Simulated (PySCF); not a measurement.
C2H6N, doublet, at a GFN2-xTB geometry, with bond 5-1 at 1.6 times its length; M062X/def2-SV(P) in PySCF.

Input for PySCF:
```python
from pyscf import gto, scf, dft

mol = gto.Mole()
mol.atom = '''
    C    -1.24102663    0.21832096    0.05808953
    C     0.04187806   -0.52789987    0.05079988
    N     1.22703780    0.19702767   -0.12900707
    H    -2.03841948   -0.41392474    0.44464473
    H    -1.11740121    1.63978514    1.06317980
    H    -1.54178267    0.55252764   -0.94477418
    H     0.06280098   -1.52863019   -0.34799316
    H     1.22149345    1.09300043    0.34134908
    H     2.06529520   -0.33142950    0.07021572
'''
mol.basis = 'def2-sv(p)'
mol.spin = 1
mol.verbose = 4
mol.build()

mf = dft.UKS(mol)
mf.xc = 'm062x'
mf.diis = False
mf.max_cycle = 100
mf.kernel()
mf.analyze()
```

The log (banner, timings and long lists left out):

```
PySCF version 2.14.0

[INPUT] verbose = 4
[INPUT] num. atoms = 9
[INPUT] num. electrons = 25
[INPUT] charge = 0
[INPUT] spin (= nelec alpha-beta = 2S) = 1
[INPUT] symmetry False subgroup None
[INPUT] Mole.unit = angstrom
[INPUT] Symbol           X                Y                Z      unit          X                Y                Z       unit  Magmom
[...]
nuclear repulsion = 74.7883368334844
number of shells = 30
number of NR pGTOs = 96
number of NR cGTOs = 54
basis = def2-sv(p)
ecp = {}

******** <class 'pyscf.dft.uks.UKS'> ********
method = UKS
initial guess = minao
damping factor = 0
level_shift factor = 0
DIIS disabled
SCF conv_tol = 1e-09
SCF conv_tol_grad = None
SCF max_cycles = 100
direct_scf = True
direct_scf_tol = 1e-13
number electrons alpha = 13  beta = 12
XC library pyscf.dft.libxc version 7.1.2
    S. Lehtola, C. Steigemann, M. J. T. Oliveira, and M. A. L. Marques,  SoftwareX 7, 1–5 (2018)
XC functionals = m062x
    Y. Zhao and D. G. Truhlar,  Theor. Chem. Acc. 120, 215 (2008)
    Y. Zhao and D. G. Truhlar,  Theor. Chem. Acc. 120, 215 (2008)
radial grids:
    Treutler-Ahlrichs [JCP 102, 346 (1995); DOI:10.1063/1.469408] (M4) radial grids

becke partition: Becke, JCP 88, 2547 (1988); DOI:10.1063/1.454033
pruning grids: <function nwchem_prune>
grids dens level: 3
symmetrized grids: False
atomic radii adjust function: <function treutler_atomic_radii_adjust>
small_rho_cutoff = 0
Set gradient conv threshold to 3.16228e-05
tot grids = 100992
init E= -134.341214763826

cycle= 1 E= -134.216470316725  delta_E= 0.125  |g|= 0.15  |ddm|= 1.95
cycle= 2 E= -134.228515464213  delta_E= -0.012  |g|= 0.0986  |ddm|= 0.25
cycle= 3 E= -134.228854279433  delta_E= -0.000339  |g|= 0.104  |ddm|= 0.191
cycle= 4 E= -134.228369736479  delta_E= 0.000485  |g|= 0.11  |ddm|= 0.176
cycle= 5 E= -134.227442034898  delta_E= 0.000928  |g|= 0.12  |ddm|= 0.192
cycle= 6 E= -134.226425551189  delta_E= 0.00102  |g|= 0.127  |ddm|= 0.201
cycle= 7 E= -134.224995391491  delta_E= 0.00143  |g|= 0.14  |ddm|= 0.217
cycle= 8 E= -134.223553895405  delta_E= 0.00144  |g|= 0.148  |ddm|= 0.232
cycle= 9 E= -134.221521235267  delta_E= 0.00203  |g|= 0.163  |ddm|= 0.25
cycle= 10 E= -134.219547681157  delta_E= 0.00197  |g|= 0.173  |ddm|= 0.27
cycle= 11 E= -134.216683219793  delta_E= 0.00286  |g|= 0.191  |ddm|= 0.292
cycle= 12 E= -134.214008983404  delta_E= 0.00267  |g|= 0.202  |ddm|= 0.315
cycle= 13 E= -134.209968941604  delta_E= 0.00404  |g|= 0.224  |ddm|= 0.341
cycle= 14 E= -134.206371583246  delta_E= 0.0036  |g|= 0.237  |ddm|= 0.369
cycle= 15 E= -134.200650501283  delta_E= 0.00572  |g|= 0.263  |ddm|= 0.399
cycle= 16 E= -134.195848214665  delta_E= 0.0048  |g|= 0.276  |ddm|= 0.432
cycle= 17 E= -134.187695682529  delta_E= 0.00815  |g|= 0.309  |ddm|= 0.468
cycle= 18 E= -134.181345830814  delta_E= 0.00635  |g|= 0.322  |ddm|= 0.507
cycle= 19 E= -134.169631091321  delta_E= 0.0117  |g|= 0.363  |ddm|= 0.549
cycle= 20 E= -134.161344581323  delta_E= 0.00829  |g|= 0.376  |ddm|= 0.596
cycle= 21 E= -134.14433564476  delta_E= 0.017  |g|= 0.427  |ddm|= 0.646
cycle= 22 E= -134.133728504241  delta_E= 0.0106  |g|= 0.437  |ddm|= 0.701
cycle= 23 E= -134.108734539003  delta_E= 0.025  |g|= 0.503  |ddm|= 0.76
cycle= 24 E= -134.095558523143  delta_E= 0.0132  |g|= 0.508  |ddm|= 0.826
cycle= 25 E= -134.058380045748  delta_E= 0.0372  |g|= 0.592  |ddm|= 0.896
cycle= 26 E= -134.042807932584  delta_E= 0.0156  |g|= 0.589  |ddm|= 0.973
cycle= 27 E= -133.987025375106  delta_E= 0.0558  |g|= 0.698  |ddm|= 1.06
cycle= 28 E= -133.970203140518  delta_E= 0.0168  |g|= 0.681  |ddm|= 1.15
cycle= 29 E= -133.886716428673  delta_E= 0.0835  |g|= 0.82  |ddm|= 1.24
cycle= 30 E= -133.871665942938  delta_E= 0.0151  |g|= 0.782  |ddm|= 1.35
cycle= 31 E= -133.749632221775  delta_E= 0.122  |g|= 0.959  |ddm|= 1.46
cycle= 32 E= -133.742318628913  delta_E= 0.00731  |g|= 0.889  |ddm|= 1.58
cycle= 33 E= -133.572246444767  delta_E= 0.17  |g|= 1.11  |ddm|=  1.7
[...]

cycle= 99 E= -93.3064372583333  delta_E= 2.92  |g|= 5.13  |ddm|= 23.1
cycle= 100 E= -96.222092317686  delta_E= -2.92  |g|= 6.17  |ddm|= 23.1
SCF not converged.
SCF energy = -96.222092317686 after 100 cycles  <S^2> = 0.75150659  2S+1 = 2.001506
**** SCF Summaries ****
Total Energy =                         -96.222092317686005
Nuclear Repulsion Energy =              74.788336833484394
One-electron Energy =                 -335.704129177836137
Two-electron Energy =                  164.693700026665738
Two-electron Coulomb Energy =          188.348937110160534
DFT Exchange-Correlation Energy =      -23.655237083494786
**** MO energy ****
                             alpha | beta                alpha | beta
[...]
To work with the spin densities directly, `use mulliken_meta_spin()` only printing them here.

 ** Mulliken spin pop alpha/beta on meta-lowdin orthogonal AOs **
 ** Mulliken Spin Density (per AO)  **
spin_pop of  0 C 1s       -0.00004
spin_pop of  0 C 2s       -0.00008
spin_pop of  0 C 3s        0.00002
spin_pop of  0 C 2px       0.00021
spin_pop of  0 C 2py       0.00006
spin_pop of  0 C 2pz       0.00003
spin_pop of  0 C 3px       0.00012
spin_pop of  0 C 3py       0.00005
spin_pop of  0 C 3pz       0.00015
spin_pop of  0 C 3dxy      0.00001
spin_pop of  0 C 3dyz     -0.00002
spin_pop of  0 C 3dz^2     0.00001
spin_pop of  0 C 3dxz     -0.00000
spin_pop of  0 C 3dx2-y2    0.00021
spin_pop of  1 C 1s        0.00000
spin_pop of  1 C 2s        0.00072
spin_pop of  1 C 3s        0.00465
spin_pop of  1 C 2px      -0.00100
spin_pop of  1 C 2py       0.05622
spin_pop of  1 C 2pz       0.00458
spin_pop of  1 C 3px       0.00738
spin_pop of  1 C 3py       0.00331
spin_pop of  1 C 3pz      -0.00005
spin_pop of  1 C 3dxy      0.00316
spin_pop of  1 C 3dyz      0.00034
spin_pop of  1 C 3dz^2     0.00271
spin_pop of  1 C 3dxz     -0.00118
spin_pop of  1 C 3dx2-y2    0.00094
spin_pop of  2 N 1s        0.00000
spin_pop of  2 N 2s        0.01569
spin_pop of  2 N 3s        0.14362
spin_pop of  2 N 2px       0.02518
spin_pop of  2 N 2py       0.00095
spin_pop of  2 N 2pz       0.00289
spin_pop of  2 N 3px       0.22392
spin_pop of  2 N 3py       0.01588
spin_pop of  2 N 3pz       0.00277
spin_pop of  2 N 3dxy      0.13421
spin_pop of  2 N 3dyz      0.00699
spin_pop of  2 N 3dz^2     0.14667
spin_pop of  2 N 3dxz      0.02536
spin_pop of  2 N 3dx2-y2    0.01538
spin_pop of  3 H 1s        0.00003
spin_pop of  3 H 2s       -0.00000
spin_pop of  4 H 1s        0.00003
spin_pop of  4 H 2s        0.00009
spin_pop of  5 H 1s       -0.00000
spin_pop of  5 H 2s       -0.00001
spin_pop of  6 H 1s        0.00953
spin_pop of  6 H 2s        0.00108
spin_pop of  7 H 1s        0.00064
spin_pop of  7 H 2s        0.05015
spin_pop of  8 H 1s        0.02327
spin_pop of  8 H 2s        0.07319
 ** Mulliken Spin Density (per atom)  **
spin density of  0 C =      0.00072
spin density of  1 C =      0.08177
spin density of  2 N =      0.75952
spin density of  3 H =      0.00003
spin density of  4 H =      0.00012
spin density of  5 H =     -0.00001
spin density of  6 H =      0.01061
spin density of  7 H =      0.05079
spin density of  8 H =      0.09646
 ** Mulliken pop alpha/beta on meta-lowdin orthogonal AOs **
 ** Mulliken pop       alpha | beta **
In total            13.00000 | 12.00000
 ** Mulliken atomic charges   ( Nelec_alpha | Nelec_beta ) **
charge of  0C =      3.94764  (     1.02654      1.02582 )
charge of  1C =     -0.09866  (     3.09022      3.00844 )
charge of  2N =     -5.89364  (     6.82658      6.06706 )
charge of  3H =      0.99886  (     0.00058      0.00056 )
charge of  4H =      0.99606  (     0.00203      0.00191 )
charge of  5H =      0.99873  (     0.00063      0.00064 )
charge of  6H =      0.85861  (     0.07600      0.06539 )
charge of  7H =     -0.79393  (     0.92236      0.87157 )
charge of  8H =     -1.01368  (     1.05507      0.95861 )
Dipole moment(X, Y, Z, Debye): -108.22023, -1.62169,  4.20037
```

Convergence was not reached.
